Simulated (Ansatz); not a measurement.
# Heat of formation of H2Se (SMILES [SeH2]) from total energies

The species is H2Se (3 atoms), meant as a singlet with charge 0. As SMILES, `[SeH2]`. The coordinates come from a PBE0-D4/def2-TZVP relaxation.

| atom | x (Å) | y (Å) | z (Å) |
| --- | --- | --- | --- |
| Se | 0.5607 | -0.2747 | 0.2802 |
| H | 0.0454 | 1.0919 | 0.1439 |
| H | -0.6061 | -0.8172 | -0.4241 |

Total energies at SVWN5/def2-TZVPPD (Ansatz 0.2.0); the atoms run unrestricted:

```tsv
species	state	energy (Eh)
H2Se	singlet	-2399.317418
Se	triplet	-2398.061270
H	doublet	-0.478344
```

Harmonic wavenumbers at PBE0-D4/def2-TZVP, in cm⁻¹: 1062, 2455, 2468.

Measured heats of formation of the gaseous atoms at 298.15 K, in kJ/mol: Se 227.1, H 218.0. Spin-orbit lowering of the atoms at 298 K (mean of the ground term's levels less their thermal mean, from spectra), in kJ/mol: Se 11.30. Take 1 Eh = 2625.50 kJ/mol, 1 cm⁻¹ = 0.0119627 kJ/mol, RT = 2.479 kJ/mol.

Task: What heat of formation follows?

Result: 
1. Electronic atomisation energy: (-2398.061270) + 2 × (-0.478344) − (-2399.317418) = 0.299460 Eh = 786.2 kJ/mol.
2. Zero-point energy: half the sum of the wavenumbers, 2992.5 cm⁻¹ = 35.8 kJ/mol.
3. Thermal vibrational enthalpy, Σ hcν̃/(exp(hcν̃/kT) − 1): 0.1 kJ/mol. Translation, rotation and pV of a non-linear molecule: 4 RT = 9.9 kJ/mol.
4. The 3 free atoms carry 5/2 RT each: 18.6 kJ/mol.
5. Spin-orbit coupling lowers the free atoms by 11.30 = 11.3 kJ/mol.
6. Atomisation enthalpy at 298 K: 786.2 − 11.3 − 35.8 − 0.1 − 9.9 + 18.6 = 747.7 kJ/mol.
7. Sum of the atoms' heats of formation: 663.1 kJ/mol. Heat of formation: 663.1 − 747.7 = -84.6 kJ/mol.

The tabulated value is +29.7 kJ/mol (CRC Handbook of Chemistry and Physics), so this level is off by -114.3 kJ/mol, or 18.0 % of the atomisation enthalpy that the table implies (633.4 kJ/mol). The LDA overbinds, which puts heats of formation too low. Relativity is left out. Anharmonicity and any spin-orbit splitting of the molecule are left out.
